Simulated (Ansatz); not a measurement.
Relaxation of C₂H₄BCl (8 atoms, charge 0, multiplicity 1), to a largest force component of 0.02 eV/Å in at most 50 steps.

The calculation used RKS r2SCAN-D4/6-31G* (Ansatz 0.2.0).

```xyz
8
Properties=species:S:1:pos:R:3
B -0.614 1.091 -1.130
C 0.149 0.080 -0.566
C 0.309 -0.376 0.842
Cl -0.600 -1.919 1.130
H -1.203 1.924 -1.651
H 0.713 -0.537 -1.264
H -0.098 0.342 1.553
H 1.346 -0.606 1.086
```

**Question.** Where does it end, and by what steps?

**Answer.** It converged. After 6 steps the energy has fallen by 0.045 eV; H5 moved furthest, 0.12 Å.

| step | energy less start (eV) | largest force component (eV/Å) | accepted |
| --- | --- | --- | --- |
| 0 | 0.0000 | 0.706 | yes |
| 1 | -0.0346 | 0.333 | yes |
| 2 | -0.0406 | 0.137 | yes |
| 3 | -0.0426 | 0.084 | yes |
| 4 | -0.0441 | 0.068 | yes |
| 5 | -0.0447 | 0.059 | yes |
| 6 | -0.0449 | 0.006 | yes |

```xyz
8
Properties=species:S:1:pos:R:3
B -0.574 1.091 -1.120
C 0.152 0.020 -0.612
C 0.284 -0.362 0.818
Cl -0.533 -1.975 1.193
H -1.167 2.006 -1.566
H 0.688 -0.615 -1.325
H -0.174 0.356 1.500
H 1.325 -0.521 1.111
```

Whether the end is a true minimum wasn't checked by a vibrational analysis.

Run time: 14 s on 2 threads of Arm Neoverse V2 (shared host), peak memory 0.15 GiB.
